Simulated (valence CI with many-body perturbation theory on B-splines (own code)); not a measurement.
# Ce XXVIII: calculated level list

Method: configuration interaction combined with many-body perturbation theory (CI+MBPT): three valence electrons over a frozen Dirac-Fock core [Ar] 3d10, radial functions for each j: 11 s, 11 p, 9 d, 7 f, 5 g, 2 h, 1 i, with the one-electron correlation potential Σ1 (screened to all orders), the two-electron term Σ2, the three-electron term Σ3, Breit, model QED; selected single and double excitations, second order for the rest (own B-spline code, finite nucleus).

No measured spectrum was set against this ion. As an estimate, large intervals hold to a few tenths of a per cent, small ones and those within an open d or f shell to about a per cent.

Levels 46 to 74 of 74, with energies above the lowest level, (4s^2 4p1/2) J=1/2. "Leading %" is the weight of the configuration and term that name the level; weights of strongly mixed levels are sums over their largest components and can fall short. In the jj column 3d3/2^4 stands for four electrons in 3d with j = 3/2. Lifetimes count E1, E2, E3, M1 and M2 decay at the calculated energies, and are blank where another channel may lead or the interval is too uncertain; long ones can be off by a factor of two.

```csv
No.,Configuration,Term,J,E (cm⁻¹),Leading %,Leading jj,Lifetime
46,4p2 4d,4F,3/2,2171600,35,4p1/2 4p3/2 4d3/2 (94 %),7.97 ps
47,4p2 4d,2G,7/2,2173000,38,4p1/2 4p3/2 4d3/2 (86 %),20.3 ps
48,4p2 4d,4D,1/2,2175300,83,4p1/2 4p3/2 4d3/2 (98 %),8.62 ps
49,4p2 4d,4D,7/2,2203200,41,4p1/2 4p3/2 4d5/2 (96 %),14.8 ps
50,4p2 4d,2G,9/2,2224800,53,4p1/2 4p3/2 4d5/2 (94 %),19.3 ps
51,4p2 4d,2P,3/2,2235300,36,4p1/2 4p3/2 4d5/2 (72 %),4.87 ps
52,4p2 4d,4P,5/2,2237500,26,4p1/2 4p3/2 4d5/2 (70 %),4.68 ps
53,4p2 4d,2D,5/2,2262400,39,4p1/2 4p3/2 4d3/2 (48 %),2.80 ps
54,4p2 4d,4P,3/2,2265500,46,4p1/2 4p3/2 4d3/2 (68 %),2.53 ps
55,4p2 4d,2G,7/2,2268500,33,4p1/2 4p3/2 4d5/2 (70 %),7.37 ps
56,4p2 4d,4P,1/2,2269600,44,4p1/2 4p3/2 4d3/2 (89 %),2.46 ps
57,4p2 4d,2D,5/2,2293600,38,4p1/2 4p3/2 4d5/2 (60 %),3.32 ps
58,4p2 4d,2D,3/2,2325400,72,4p1/2 4p3/2 4d5/2 (81 %),5.14 ps
59,4p2 4d,2P,1/2,2331800,70,4p1/2 4p3/2 4d5/2 (86 %),3.65 ps
60,4s 4p 4f,4G,5/2,2391500,70,4s 4p1/2 4f5/2 (88 %),4.79 ps
61,4p2 4d,4F,9/2,2399100,26,4p3/2^2 4d5/2 (47 %),25.3 ps
62,4s 4p 4f,4G,7/2,2399600,47,4s 4p1/2 4f7/2 (50 %),5.95 ps
63,4p2 4d,4D,7/2,2405100,44,4p3/2^2 4d5/2 (84 %),10.3 ps
64,4p2 4d,2P,1/2,2412600,58,4p3/2^2 4d3/2 (57 %),3.62 ps
65,4s 4p 4f,4F,3/2,2412900,29,4s 4p1/2 4f5/2 (43 %),3.96 ps
66,4s 4p 4f,4D,5/2,2414300,14,4p3/2^2 4d3/2 (39 %),3.63 ps
67,4s 4p 4f,2F,7/2,2419100,29,4s 4p1/2 4f7/2 (48 %),4.38 ps
68,4s 4p 4f,4F,3/2,2425800,30,4p3/2^2 4d3/2 (54 %),3.26 ps
69,4s 4p 4f,4F,5/2,2434400,23,4s 4p1/2 4f5/2 (33 %),3.36 ps
70,4p2 4d,4F,9/2,2437800,29,4s 4p1/2 4f7/2 (52 %),5.70 ps
71,4p2 4d,2F,7/2,2451000,23,4s 4p1/2 4f7/2 (42 %),3.28 ps
72,4s 4p 4f,2G,7/2,2477500,52,4s 4p1/2 4f5/2 (31 %),4.39 ps
73,4p2 4d,2S,1/2,2489200,41,4p3/2^2 4d5/2 (58 %),2.80 ps
74,4p2 4d,2D,3/2,2494300,37,4p3/2^2 4d3/2 (53 %),2.88 ps
```

Where two levels of one J and parity lie close, their mixing, g and order are uncertain.
